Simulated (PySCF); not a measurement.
C8H9N.
Atom-mapped SMILES: `[CH2:1]=[C:2]([CH3:3])[c:4]1[cH:5][cH:6][n:7][cH:8][cH:9]1` (hydrogens: H10, H11 on C1; H12, H13, H14 on C3; H15 on C5; H16 on C6; H17 on C8; H18 on C9)

Cartesian coordinates in Å at the PBE0-D3(BJ)/def2-SVP level; atoms count from 1:
```
atom  x, y, z in Å
C1    -1.1857   -1.7675    0.5752
C2    -0.8367   -0.7691   -0.2508
C3    -1.5511   -0.5573   -1.5543
C4     0.2815    0.1489    0.0761
C5     0.9625    0.8595   -0.9215
C6     2.0171    1.7007   -0.5694
N7     2.4267    1.8916    0.6802
C8     1.7737    1.2316    1.6355
C9     0.7113    0.3672    1.3938
H10   -2.0164   -2.4327    0.3272
H11   -0.6496   -1.9688    1.5051
H12   -1.8907    0.4851   -1.6611
H13   -0.8909   -0.7691   -2.4114
H14   -2.4232   -1.2193   -1.6372
H15    0.6895    0.7573   -1.9729
H16    2.5566    2.2503   -1.3498
H17    2.1096    1.4054    2.6645
H18    0.2066   -0.1151    2.2328
```

Computed, not measured: PBE0-D3(BJ)/def2-SVP geometry optimisation, gas phase (PySCF 2.14.0).

Masses are those of the commonest isotopes; rigid-rotor values at the optimised geometry. The values belong to one conformer with, in the numbering `[CH2:1]=[C:2]([CH3:3])[c:4]1[cH:5][cH:6][n:7][cH:8][cH:9]1`, C1–C2–C4–C5 157°.

**Question.** What are A, B and C (cm⁻¹)?

**Answer.** Ia = 135.73, Ib = 419.68, Ic = 542.44 u·Å²; 505379 MHz·u·Å²/I gives 3723, 1204 and 931.7 MHz, that is A = 0.12420, B = 0.04017, C = 0.03108 cm⁻¹.

**Question.** What kind of rotor is it?

**Answer.** An asymmetric top: κ = (2 × 1204 − 3723 − 931.7)/(3723 − 931.7) = -0.80.

**Question.** What does the inertial defect say?

**Answer.** Not planar: Δ = Ic − Ia − Ib = -12.97 u·Å². For a rigid frame Δ = −2 Σ m c², so Σ m c² = 6.49 u·Å² lies off the ab plane: 2.82 from hydrogen and 3.67 from heavier atoms. The atom farthest from that plane is 1.25 Å away.

**Question.** List the rotational levels J(Ka,Kc) to J = 2 (MHz).

**Answer.** Above 0(0,0):
J = 1: 1(0,1) 2136, 1(1,1) 4655, 1(1,0) 4928
J = 2: 2(0,2) 6387, 2(1,2) 8654, 2(1,1) 9472, 2(2,1) 17030, 2(2,0) 17050

**Question.** Which lines would a microwave search look for?

**Answer.** The dipole components are |μa| = 2.58 D, |μb| = 0.18 D, |μc| = 0.05 D. The squared components, which scale the intensities, stand as 1.00 : 0.00 : 0.00 (a : b : c). Some lines, for components of 0.1 D or more:

| type | branch | J(Ka,Kc) | MHz | lower level (cm⁻¹) |
| --- | --- | --- | --- | --- |
| a | Q | 2(1,1) ← 2(1,2) | 818 | 0.289 |
| a | Q | 3(1,2) ← 3(1,3) | 1634 | 0.488 |
| a | R | 1(0,1) ← 0(0,0) | 2136 | 0.000 |
| b | Q | 1(1,0) ← 1(0,1) | 2792 | 0.071 |
| b | Q | 2(1,1) ← 2(0,2) | 3085 | 0.213 |
| a | R | 2(1,2) ← 1(1,1) | 3999 | 0.155 |
| b | R | 3(0,3) ← 2(1,2) | 4057 | 0.289 |
| a | R | 2(0,2) ← 1(0,1) | 4251 | 0.071 |
| a | R | 2(1,1) ← 1(1,0) | 4544 | 0.164 |
| b | R | 1(1,1) ← 0(0,0) | 4655 | 0.000 |
| a | R | 3(1,3) ← 2(1,2) | 5986 | 0.289 |
| a | R | 3(0,3) ← 2(0,2) | 6325 | 0.213 |
| a | R | 3(2,2) ← 2(2,1) | 6408 | 0.568 |
| a | R | 3(2,1) ← 2(2,0) | 6491 | 0.569 |
| b | R | 2(1,2) ← 1(0,1) | 6518 | 0.071 |
| b | Q | 2(2,0) ← 2(1,1) | 7579 | 0.316 |
| b | R | 3(1,3) ← 2(0,2) | 8254 | 0.213 |
| b | Q | 3(2,2) ← 3(1,3) | 8797 | 0.488 |
| b | R | 2(2,1) ← 1(1,0) | 12102 | 0.164 |
| b | R | 2(2,0) ← 1(1,1) | 12395 | 0.155 |
| b | Q | 3(3,0) ← 3(2,1) | 13187 | 0.785 |
| b | Q | 3(3,1) ← 3(2,2) | 13290 | 0.782 |
| b | R | 3(2,2) ← 2(1,1) | 13965 | 0.316 |
| b | R | 3(2,1) ← 2(1,2) | 14887 | 0.289 |
| b | R | 3(3,1) ← 2(2,0) | 19677 | 0.569 |

Stationary, but not proved a minimum. Constants of a rigid frame at the computed geometry: no zero-point averaging, no centrifugal distortion. A rigid rotor knows nothing of internal rotation, which can split or shift real lines. Quadrupole hyperfine structure (14N) is left out.
